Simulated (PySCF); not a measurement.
Isomers of C4H6F4O, mass 146.035 u with the commonest isotopes. Method used: B3LYP/def2-SVPD in PySCF (dipole) on a GFN2-xTB geometry, gas phase. One conformer each, none proved a minimum here; rigid rotors.

Task: Order these by dipole moment, smallest first.
A. `[CH3:1][C@@H:2]([F:3])[C@@H:4]([F:5])[O:6][CH:7]([F:8])[F:9]` with C1–C2–C4–F5 44°, C2–C4–O6–C7 171°, C4–O6–C7–F8 95°
B. `[F:1][CH2:2][C@H:3]([F:4])[CH2:5][O:6][CH:7]([F:8])[F:9]` with F1–C2–C3–F4 -175°, C2–C3–C5–O6 -160°, C3–C5–O6–C7 81°, C5–O6–C7–F8 -84°
C. `[F:1][CH2:2][O:3][C@@H:4]([F:5])[CH2:6][CH:7]([F:8])[F:9]` with F1–C2–O3–C4 69°, C2–O3–C4–F5 69°, O3–C4–C6–C7 -179°, C4–C6–C7–F8 -67°
D. `[F:1][CH2:2][CH2:3][CH2:4][O:5][C:6]([F:7])([F:8])[F:9]` with F1–C2–C3–C4 68°, C2–C3–C4–O5 68°, C3–C4–O5–C6 176°
E. `[CH3:1][O:2][C@@H:3]([CH2:4][F:5])[C:6]([F:7])([F:8])[F:9]` with C1–O2–C3–C4 75°, O2–C3–C4–F5 -87°

Result: E (1.75 D), C (2.13 D), A (2.72 D), D (2.87 D), B (3.05 D).

Task: Order these by rotational constant C, largest first.
A. `[F:1][CH2:2][O:3][C@@H:4]([F:5])[CH2:6][CH:7]([F:8])[F:9]` with F1–C2–O3–C4 69°, C2–O3–C4–F5 69°, O3–C4–C6–C7 -179°, C4–C6–C7–F8 -67°
B. `[CH3:1][O:2][C@@H:3]([CH2:4][F:5])[C:6]([F:7])([F:8])[F:9]` with C1–O2–C3–C4 75°, O2–C3–C4–F5 -87°
C. `[CH3:1][O:2][CH2:3][C@H:4]([F:5])[C:6]([F:7])([F:8])[F:9]` with C1–O2–C3–C4 177°, O2–C3–C4–F5 -85°
D. `[F:1][CH2:2][CH2:3][CH2:4][O:5][C:6]([F:7])([F:8])[F:9]` with F1–C2–C3–C4 68°, C2–C3–C4–O5 68°, C3–C4–O5–C6 176°

Result: B (943.1 MHz), C (813.2 MHz), D (735.9 MHz), A (671.8 MHz).

Task: Order these by rotational constant A, largest first.
A. `[CH3:1][C@@H:2]([F:3])[C@@H:4]([F:5])[O:6][CH:7]([F:8])[F:9]` with C1–C2–C4–F5 44°, C2–C4–O6–C7 171°, C4–O6–C7–F8 95°
B. `[F:1][CH2:2][O:3][C@@H:4]([F:5])[CH2:6][CH:7]([F:8])[F:9]` with F1–C2–O3–C4 69°, C2–O3–C4–F5 69°, O3–C4–C6–C7 -179°, C4–C6–C7–F8 -67°
C. `[F:1][CH2:2][C@H:3]([F:4])[CH2:5][O:6][CH:7]([F:8])[F:9]` with F1–C2–C3–F4 -175°, C2–C3–C5–O6 -160°, C3–C5–O6–C7 81°, C5–O6–C7–F8 -84°
D. `[CH3:1][O:2][CH2:3][C@H:4]([F:5])[C:6]([F:7])([F:8])[F:9]` with C1–O2–C3–C4 177°, O2–C3–C4–F5 -85°
E. `[CH3:1][O:2][C@@H:3]([CH2:4][F:5])[C:6]([F:7])([F:8])[F:9]` with C1–O2–C3–C4 75°, O2–C3–C4–F5 -87°
F. `[F:1][CH2:2][CH2:3][CH2:4][O:5][C:6]([F:7])([F:8])[F:9]` with F1–C2–C3–C4 68°, C2–C3–C4–O5 68°, C3–C4–O5–C6 176°

Result: B (3474 MHz), F (3305 MHz), A (3072 MHz), D (2946 MHz), C (2605 MHz), E (2202 MHz).

```json
{"SMILES": "FCCCOC(F)(F)F", "point group": "C1", "Ia (u·Å²)": "152.90", "Ib (u·Å²)": "662.28", "Ic (u·Å²)": "686.71", "κ": "-0.98", "μa (D)": "1.91", "μb (D)": "2.12", "μc (D)": "0.32"}
{"SMILES": "C[C@@H](F)[C@@H](F)OC(F)F", "point group": "C1", "Ia (u·Å²)": "164.49", "Ib (u·Å²)": "565.24", "Ic (u·Å²)": "699.61", "κ": "-0.85", "μa (D)": "2.18", "μb (D)": "0.86", "μc (D)": "1.39"}
{"SMILES": "FC[C@H](F)COC(F)F", "point group": "C1", "Ia (u·Å²)": "194.01", "Ib (u·Å²)": "609.75", "Ic (u·Å²)": "679.94", "κ": "-0.91", "μa (D)": "2.36", "μb (D)": "1.10", "μc (D)": "1.58"}
{"SMILES": "CO[C@@H](CF)C(F)(F)F", "point group": "C1", "Ia (u·Å²)": "229.50", "Ib (u·Å²)": "413.71", "Ic (u·Å²)": "535.85", "κ": "-0.56", "μa (D)": "1.73", "μb (D)": "0.10", "μc (D)": "0.27"}
{"SMILES": "FCO[C@@H](F)CC(F)F", "point group": "C1", "Ia (u·Å²)": "145.47", "Ib (u·Å²)": "721.83", "Ic (u·Å²)": "752.25", "κ": "-0.98", "μa (D)": "1.55", "μb (D)": "1.45", "μc (D)": "0.20"}
{"SMILES": "COC[C@H](F)C(F)(F)F", "point group": "C1", "Ia (u·Å²)": "171.53", "Ib (u·Å²)": "558.03", "Ic (u·Å²)": "621.50", "κ": "-0.91", "μa (D)": "2.43", "μb (D)": "1.40", "μc (D)": "0.26"}
```
